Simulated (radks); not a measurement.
Question: Spherical quantum dot in the effective-mass picture: electrons in a well V = -V0 / (1 + exp((r - R)/a)) with V0 = 2.44, R = 12.6, a = 1.4, with a point charge +1 (a donor) at the centre, all in effective atomic units (hartree* = m*/eps^2 hartree, bohr* = eps/m* bohr), one dielectric constant everywhere. Method: non-relativistic Kohn-Sham, PBE, spin-polarised, spherical densities; computed with a radial shooting solver with Libxc functionals. Levels are named by radial order and angular momentum (1s, 1p, 1d, 2s, ...), and open shells are averaged over m. At N = 6 the configuration is 1s2 1p(up 3, down 0) 2s(up 1, down 0). Does electron 7 go into 1d up or 1p down or 2s down?

Answer: Into 1p down. The total energies of the other choices lie higher by 0.0130 hartree* (1d up), 0.0285 hartree* (2s down).
